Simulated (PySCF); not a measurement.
Bi(OH)2(OMe), SMILES [O](C)[Bi]([OH])[OH] (CH₅BiO₃) (B3LYP/def2-SVP optimised geometry):

```
10

Bi    -0.791    -1.841     0.000
O     -0.934    -2.150    -2.074
H     -0.046    -2.061    -2.457
O      1.316    -1.841     0.000
H      1.646    -0.931     0.054
O     -1.037     0.249     0.000
C     -0.892     1.033    -1.162
H     -1.032     0.452    -2.092
H     -1.646     1.841    -1.153
H      0.107     1.513    -1.210
```

Level of theory: PySCF with B3LYP/def2-TZVP, def2 effective core potentials past Kr.

Problem. What are the frontier orbital energies and the dipole moment?

Solution. HOMO-2 -8.14 eV, HOMO-1 -7.78 eV, HOMO -7.39 eV, LUMO -1.34 eV, LUMO+1 -1.27 eV; dipole moment 1.16 D.

On the same geometry PySCF with PBE/def2-TZVP, def2 effective core potentials past Kr gives HOMO-2 -6.80 eV, HOMO-1 -6.55 eV, HOMO -6.08 eV, LUMO -1.77 eV, LUMO+1 -1.73 eV; dipole moment 0.99 D.
